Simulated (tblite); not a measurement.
C7H11BO.
Numbering: `[CH:1]#[C:2][B:3]1[CH2:4][CH2:5][CH2:6][C@H:7]1[O:8][CH3:9]` (hydrogens: H10 on C1; H11, H12 on C4; H13, H14 on C5; H15, H16 on C6; H17 on C7; H18, H19, H20 on C9)

Geometry (GFN2-xTB, Å), atoms numbered from 1 in this order:
```
atom  x, y, z in Å
C1     2.987    2.183    0.182
C2     2.191    1.280    0.104
B3     1.205    0.162   -0.005
C4     1.474   -1.377    0.206
C5     0.193   -2.068   -0.288
C6    -0.938   -1.078   -0.010
C7    -0.348    0.306   -0.369
O8    -1.003    1.405    0.239
C9    -2.303    1.643   -0.232
H10    3.677    2.974    0.252
H11    2.369   -1.788   -0.262
H12    1.589   -1.554    1.280
H13    0.019   -3.030    0.196
H14    0.266   -2.240   -1.364
H15   -1.185   -1.077    1.053
H16   -1.839   -1.317   -0.577
H17   -0.411    0.420   -1.471
H18   -2.629    2.578    0.221
H19   -2.320    1.745   -1.325
H20   -2.998    0.844    0.057
```

Computed values, GFN2-xTB/tblite, gas phase, harmonic and unscaled. The method is semi-empirical: single wavenumbers can be off by several per cent or more. One conformer, not necessarily the lowest.

Harmonic wavenumbers (cm⁻¹): 67.0, 81.5, 98.6, 139.1, 199.6, 221.9, 241.8, 337.9, 358.4, 422.7, 451.5, 468.8, 564.1, 630.3, 655.6, 694.9, 778.1, 871.1, 925.6, 953.4, 971.2, 1020.6, 1046.0, 1076.3, 1084.9, 1107.7, 1133.7, 1149.7, 1160.2, 1196.2, 1199.4, 1244.5, 1275.7, 1280.8, 1312.7, 1320.4, 1407.2, 1448.2, 1474.4, 1491.0, 1494.5, 1502.4, 2191.1, 2748.9, 2887.2, 2915.5, 2943.1, 2964.6, 2978.9, 2984.8, 2991.3, 2999.1, 3015.5, 3362.2.

A = 1841, B = 1425, C = 836.4 MHz; mass 122.090 u (most abundant isotopes); point group C1, symmetry number 1.

Q: What is the zero-point energy?

A: Half the sum of the wavenumbers: 35771 cm⁻¹ = 427.91 kJ/mol.

Q: Give the ideal-gas entropy at 298.15 K and 1 bar in the rigid-rotor, harmonic-oscillator model (classical rotation).

A: Translation 168.78, rotation 122.90, vibration 117.86: S = 409.5 J/(mol K).

Q: And Cp and H(298.15 K) − H(0)?

A: Cp = 162.21 J/(mol K), of which vibrations give 128.95 (their classical limit is 54 R = 449.0); H(298.15 K) − H(0) = 28.99 kJ/mol without the zero-point energy, 19.08 from vibrations.

Q: What must be added to the electronic energy to get the Gibbs energy at 298.15 K and 1 bar?

A: ZPE + [H(298.15 K) − H(0)] − T·S = 427.91 + 28.99 − 122.10 = 334.80 kJ/mol.

Q: Which modes carry the vibrational entropy at 298.15 K?

A: 67.0 cm⁻¹: 17.74; 81.5 cm⁻¹: 16.13; 98.6 cm⁻¹: 14.57; 139.1 cm⁻¹: 11.78; 199.6 cm⁻¹: 8.94; 221.9 cm⁻¹: 8.13 J/(mol K); the other 48 give 40.57 together.

Q: How do the functions run with temperature in this model?

A: 
| T (K) | S (J/(mol K)) | Cp (J/(mol K)) | H − H(0) (kJ/mol) | G − H(0) (kJ/mol) | ln q(vib) |
| --- | --- | --- | --- | --- | --- |
| 100 | 287.2 | 77.8 | 5.33 | -23.39 | 1.42 |
| 200 | 354.0 | 119.3 | 15.20 | -55.60 | 3.95 |
| 300 | 410.5 | 163.0 | 29.29 | -93.87 | 6.53 |
| 500 | 513.9 | 244.9 | 70.44 | -186.49 | 11.71 |
| 800 | 648.0 | 325.2 | 157.03 | -361.40 | 19.30 |
| 1000 | 724.6 | 360.1 | 225.75 | -498.82 | 24.07 |

q(vib) and H(0) count from the zero-point level.

Hindered rotation and anharmonicity are outside this model. Other conformers, if any are populated, would add a mixing term that is left out. The structure is chiral; the term R ln 2 for an equal mix with its mirror image is left out.
